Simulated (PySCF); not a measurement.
Compounds:

A. SMILES CC(=O)c1oc2ccccc2p1
B. `CCc1cccc(F)p1`
C. SMILES FC(F)(F)Cc1ccc[nH]1

Spectrum 1. 1H NMR (500 MHz, computed): δ 7.79 (m, 1H), 7.74 (m, 1H), 7.63 (m, 1H), 3.04 (m, 2H), 1.33 (t, 3H). 13C{1H} NMR (computed): δ 211.9 (C), 191.3 (C), 137.9 (CH), 134.6 (CH), 124.6 (CH), 38.7 (CH2), 26.3 (CH3).

Spectrum 2. 1H NMR (500 MHz, computed): δ 7.90 (br s, 1H), 6.78 (m, 1H), 6.42 (m, 1H), 6.39 (m, 1H), 3.38 (m, 2H). 13C{1H} NMR (computed): δ 134.9 (C), 122.3 (C), 122.0 (CH), 116.2 (CH), 114.2 (CH), 37.9 (CH2).

Spectrum 3. 1H NMR (500 MHz, computed): δ 8.56 (m, 1H), 8.01 (m, 1H), 7.95 (m, 1H), 7.67 (m, 1H), 2.63 (s, 3H). 13C{1H} NMR (computed): δ 204.7 (C), 193.0 (C), 165.6 (C), 149.6 (C), 136.7 (CH), 135.0 (CH), 128.1 (CH), 120.0 (CH), 27.9 (CH3).

No solvent model, non-relativistic Hamiltonian, one averaged value for each set of equivalent atoms, single conformer. Geometry: GFN2-xTB; σ from GIAO-PBE0/pcSseg-1; PySCF 2.14.

Shifts are taken against calculated references (same method and geometry level): 1H (σref 31.72) and 13C (σref 186.93) against TMS. Splittings of carbon signals by F and P are missing where no couplings were computed. Where no couplings were computed, multiplicities follow the n + 1 count of equivalent neighbours, and m marks all less simple cases (inequivalent or close neighbours, rings, F or P nearby). Shifts are as computed. Against solution values, carbons near 30 ppm lie about +3 ppm off and those near 130 ppm about +5 ppm. Of 1211 compounds with measured shifts, 218 miss one by over three times the rms of a fit or turn the order of signals round; such compounds aren't used in these exercises. OH and NH positions are gas-phase values without hydrogen bonding to other molecules.

Q: Match each spectrum to its structure.

A: 1–B, 2–C, 3–A.

- Spectrum 1 (B): 7 13C signals; δC 211.9 is an aromatic carbon bearing fluorine; δC 137.9 is an aromatic CH.
- Spectrum 2 (C): 6 13C signals; δC 134.9 is a CF3 carbon; δC 37.9 is an sp3 CH2 on an aromatic ring.
- Spectrum 3 (A): 9 13C signals; δC 193.0 is a ketone carbonyl carbon; δC 136.7 is an aromatic CH.
